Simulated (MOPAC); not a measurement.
MOPAC input (PM7):

```
PM7 FORCE THERMO(298,298) PRECISE LET CHARGE=-1 GEO-OK AUX(PRECISION=9) THREADS=1
C2H2N

C    -1.10130600 1    0.10180845 1    0.07428545 1
N     0.23738733 1   -0.00707285 1    0.00063515 1
C     1.39414798 1   -0.10114022 1   -0.06303206 1
H    -1.66402639 1   -0.52688955 1    0.70557373 1
H    -1.62080739 1    0.81851090 1   -0.49746670 1
```

Output:

```
 *******************************************************************************
 **                                                                           **
 **                              MOPAC v23.2.5                                **
 **                                                                           **
 *******************************************************************************
 ** MOPAC's Digital Object Identifier: https://doi.org/10.5281/zenodo.6511958 **
 **                                                                           **
 ** Please cite the open-source release paper for use of this MOPAC version:  **
 ** J. E. Moussa and J. J. P. Stewart (2026)                                  **
 ** MOPAC: An open-source semiempirical molecular orbital program             **
 ** J. Open Source Softw., 11(119), 8025, https://doi.org/10.21105/joss.08025 **
 *******************************************************************************

                              PM7 CALCULATION RESULTS

 *******************************************************************************
 *  PM7        - The PM7 Hamiltonian to be used
 *  GEO-OK     - OVERRIDE INTERATOMIC DISTANCE AND OTHER SAFETY CHECKS
 *
 *
 *
 *                 CHARGE ON SYSTEM = -1
 *
 *
 *
 *  LET        - OVERRIDE SOME SAFETY CHECKS
 *  PRECISE    - TIGHTER CRITERIA TO BE USED
 *  FORCE      - FORCE CALCULATION SPECIFIED
 *  AUX        - OUTPUT AUXILIARY INFORMATION
 *  THERMO     - THERMODYNAMIC QUANTITIES TO BE CALCULATED
 *******************************************************************************
PM7 FORCE THERMO(298,298) PRECISE LET CHARGE=-1 GEO-OK AUX(PRECISION=9) THREADS=1
 C2H2N

   ATOM   CHEMICAL          X               Y               Z
  NUMBER   SYMBOL      (ANGSTROMS)     (ANGSTROMS)     (ANGSTROMS)

     1       C         -1.10130600  *   0.10180845  *   0.07428545  *
     2       N          0.23738733  *  -0.00707285  *   0.00063515  *
     3       C          1.39414798  *  -0.10114022  *  -0.06303206  *
     4       H         -1.66402639  *  -0.52688955  *   0.70557373  *
     5       H         -1.62080739  *   0.81851090  *  -0.49746670  *

          CARTESIAN COORDINATES

    NO.       ATOM           X           Y           Z

     1         C         -1.1013      0.1018      0.0743
     2         N          0.2374     -0.0071      0.0006
     3         C          1.3941     -0.1011     -0.0630
     4         H         -1.6640     -0.5269      0.7056
     5         H         -1.6208      0.8185     -0.4975

 General Reference for PM7:
 "Optimization of Parameters for Semiempirical Methods VI: More Modifications to the
 NDDO Approximations and Re-optimization of Parameters", J. J. P. Stewart, J. Mol. Mod., 1:32, 19 (2013)
 https://link.springer.com/article/10.1007/s00894-012-1667-x

           Empirical Formula: C2 H2 N  =     5 atoms

[...]
 TRANSITION DIPOLE   0.3152         C 1 -- H 5         +42.3% ( 78.2%)     14.6%
 TRAVEL (Ang.)       0.2656         C 1 -- N 2         +14.2% ( 45.3%)      0.0%
 REDUCED MASS        0.8780         N 2 -- C 3          +1.1% ( 12.8%)      0.0%
 EFFECTIVE MASS      3.8585
 FORCE CONSTANT      0.6135

 VIBRATION          5    1A1         ATOM PAIR     ENERGY CONTRIBUTION    RADIAL
 FREQUENCY          1263.86         C 1 -- N 2         +43.1% ( 89.3%)    100.0%
 TRANSITION DIPOLE   1.8752         C 1 -- H 4         +23.0% ( 65.3%)     46.5%
 TRAVEL (Ang.)       0.1229         C 1 -- H 5         +23.0% ( 65.3%)     46.5%
 REDUCED MASS        3.5318         N 2 -- C 3         +10.9% ( 45.0%)    100.0%
 EFFECTIVE MASS     10.5661
 FORCE CONSTANT      3.3239

 VIBRATION          6    2A1         ATOM PAIR     ENERGY CONTRIBUTION    RADIAL
 FREQUENCY          1396.48         C 1 -- H 4         +42.0% ( 67.6%)      2.6%
 TRANSITION DIPOLE   0.9216         C 1 -- H 5         +42.0% ( 67.6%)      2.6%
 TRAVEL (Ang.)       0.2525         C 1 -- N 2         +15.3% ( 40.7%)    100.0%
 REDUCED MASS        0.7571         N 2 -- C 3          +0.7% (  8.4%)    100.0%
 EFFECTIVE MASS      3.0769
 FORCE CONSTANT      0.8699

 VIBRATION          7    3A1         ATOM PAIR     ENERGY CONTRIBUTION    RADIAL
 FREQUENCY          2336.13         N 2 -- C 3         +69.0% ( 97.0%)    100.0%
 TRANSITION DIPOLE   0.8805         C 1 -- N 2         +29.2% ( 63.1%)    100.0%
 TRAVEL (Ang.)       0.0671         C 1 -- H 4          +0.9% ( 11.2%)     51.9%
 REDUCED MASS        6.4069         C 1 -- H 5          +0.9% ( 11.2%)     51.9%
 EFFECTIVE MASS     13.0792
 FORCE CONSTANT     20.6010

 VIBRATION          8    3B2         ATOM PAIR     ENERGY CONTRIBUTION    RADIAL
 FREQUENCY          2775.96         C 1 -- H 4         +49.5% ( 72.5%)     98.9%
 TRANSITION DIPOLE   0.4783         C 1 -- H 5         +49.5% ( 72.5%)     98.9%
 TRAVEL (Ang.)       0.2182         C 1 -- N 2          +0.9% ( 10.0%)      0.0%
 REDUCED MASS        0.5102
 EFFECTIVE MASS      1.4999
 FORCE CONSTANT      2.3165

 VIBRATION          9    4A1         ATOM PAIR     ENERGY CONTRIBUTION    RADIAL
 FREQUENCY          2840.90         C 1 -- H 5         +49.5% ( 68.8%)     96.3%
 TRANSITION DIPOLE   0.4858         C 1 -- H 4         +49.5% ( 68.8%)     96.3%
 TRAVEL (Ang.)       0.2227         C 1 -- N 2          +0.5% (  6.9%)    100.0%
 REDUCED MASS        0.4787         N 2 -- C 3          +0.5% (  6.6%)    100.0%
 EFFECTIVE MASS      1.2389
 FORCE CONSTANT      2.2764

      SYMMETRY NUMBER FOR POINT-GROUP C2v =  2

          SYSTEM IS A GROUND STATE

 C2H2N

          MOLECULE IS NOT LINEAR

          THERE ARE  9 GENUINE VIBRATIONS IN THIS SYSTEM
          THIS THERMODYNAMICS CALCULATION IS LIMITED TO
          MOLECULES WHICH HAVE NO INTERNAL ROTATIONS

                    CALCULATED THERMODYNAMIC PROPERTIES
                                          *
   TEMP. (K)   PARTITION FUNCTION   H.O.F.    ENTHALPY  HEAT CAPACITY ENTROPY
                                   KCAL/MOL   CAL/MOLE    CAL/K/MOL  CAL/K/MOL

 298.00  VIB.     0.1469D+01                   501.9035     4.3428     2.4482
         ROT.     0.2204D+04                   888.2803     2.9808    18.2787
         INT.     0.3238D+04                  1390.1838     7.3236    20.7268
         TRA.     0.2450D+27                  1480.4672     4.9680    36.9878
         TOT.                       47.021    2870.6510    12.2916    57.7146

   *: NOTE: HEATS OF FORMATION ARE RELATIVE TO THE
            ELEMENTS IN THEIR STANDARD STATE AT 298K
              (=  Standard Enthalpy of Formation).

            Hvib:  Zero-point energy is not included.
                   frequencies of less than zero cm-1 are not included.
            Hrot = (3/2)RT
            Htra = (3/2)RT + pV = (5/2)RT

            Heat capacity is Cp, not Cv

          For more information, see: HTTP://OpenMOPAC.net/Manual/thermochemistry.html

           FORCE CONSTANT IN CARTESIAN COORDINATES (Millidynes/A)

    ATOM   CHEMICAL       X               Y               Z
   NUMBER   SYMBOL  FORCE CONSTANT  FORCE CONSTANT  FORCE CONSTANT

      1       C       10.667537        6.067227        1.462773
      2       N       26.962295        1.501132        1.061108
      3       C       18.781183        0.233583        0.282007
      4       H        1.917928        3.049249        0.354686
      5       H        1.918001        3.049178        0.354684

 **********************
 *                    *
 * JOB ENDED NORMALLY *
 *                    *
 **********************

 == MOPAC DONE ==
```

The dipole moment of an ion depends on the origin.
